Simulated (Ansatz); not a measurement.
The Ga1–H2 bond of GaH3 (SMILES [GaH3]) is stretched (multiplicity 1, the rest rigid).
Geometry at rest (charge 0, multiplicity 1):
```xyz
4

Ga     0.00000     0.00000     0.00000
H      1.56593    -0.10900    -0.02050
H     -0.87742    -1.30174     0.00609
H     -0.68850     1.41074     0.01441
```

Frozen-core correlation. Filled d and f shells under p-block atoms count as core.

Run with Ansatz (a quantum-chemistry and plane-wave program) with Gaussian orbitals. Each number belongs to the level named beside it.

Energies above the point at 1.570 Å (the B3LYP-D3(BJ) bond length), FCI/cc-pVDZ (kcal/mol): 6.07 at 1.413 Å; 2.60 at 1.727 Å; 80.45 at 5.024 Å.

Task: Take the last value as the depth D of a Morse curve D(1 − e^(−a(R − R₀)))², fit a and R₀ to the two near points, and test it at 2.119 and 2.747 Å.

Result: 
With D = 80.5, both near points (counted from the curve's value at 1.570 Å) are met by a = 1.41 Å⁻¹ and R₀ = 1.585 Å, so k = 2Da² = 321 kcal/(mol Å²). The curve then gives 22.5 and 52.2 kcal/mol; the level itself gives 23.4 and 56.9, so Morse is off by -0.9 and -4.6.
